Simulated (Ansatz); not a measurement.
C₂H₆BrF₂NSi (SMILES CN(C)[Si](F)(F)Br), singlet, geometry from GFN2-xTB; SC-NEVPT2/STO-3G, CASSCF(4,4) (Ansatz, a first-principles code).

Ansatz was given this input:
Ansatz 0.2 input:
```yaml
crystal:
  periodic: [false, false, false]
  atoms:
    - {symbol: C, position_ang: [-2.23171122, -0.95771524, 0.23038875]}
    - {symbol: N, position_ang: [-1.55915971, 0.21719575, -0.28093781]}
    - {symbol: C, position_ang: [-2.47584974, 1.18684814, -0.84307499]}
    - {symbol: Si, position_ang: [0.10877952, 0.31982663, -0.53172965]}
    - {symbol: F, position_ang: [0.69140755, -0.28178731, -1.89157765]}
    - {symbol: F, position_ang: [0.52546068, 1.84807550, -0.65495502]}
    - {symbol: Br, position_ang: [1.20224543, -0.62859825, 1.08156423]}
    - {symbol: H, position_ang: [-2.97846869, -0.65607317, 0.96851914]}
    - {symbol: H, position_ang: [-2.73836123, -1.49716807, -0.57587148]}
    - {symbol: H, position_ang: [-1.52411190, -1.63039903, 0.70891720]}
    - {symbol: H, position_ang: [-3.20902605, 1.47347832, -0.08566900]}
    - {symbol: H, position_ang: [-1.93655859, 2.07402412, -1.16221485]}
    - {symbol: H, position_ang: [-3.00730689, 0.76774266, -1.70273741]}
basis:
  gaussian:
    orbitals: STO-3G
magnetization: {spin_polarized: false}
correlation: {method: sc_nevpt2, electrons: all, active_space: {window: {electrons: 4, orbitals: 4}}}
```

The log (banner, timings and long lists left out):

```
Functional definition: HF
717 factors; integrals over basis functions are off by at most 3.6e-5 eV
mean field evaluation 1: about -85943.7117 eV, gradient 2.9e1 eV
mean field evaluation 2: about -85943.9666 eV, gradient 3.0e1 eV
mean field evaluation 4: about -85947.6200 eV, gradient 1.5e0 eV
mean field evaluation 8: about -85947.6340 eV, gradient 4.4e-4 eV
mean field -85947.63396041 eV, -3158.5172906462 hartree, gradient 2.3e-6 eV, S^2 0.000000; 0 other end points of the search recorded, 0 dependent functions left out
reference -85947.63396041 eV, -3158.5172906462 hartree; 46, 46 occupied and 12, 12 virtual orbitals, 717 factors
state -85948.45644384 eV, -3158.5475163549 hartree
state -85948.45644384 eV, -3158.5475163549 hartree; corrected -85953.70682083 eV, -3158.7404641504 hartree
Total energy: -85953.70682083 eV, -3158.7404641504 hartree
```
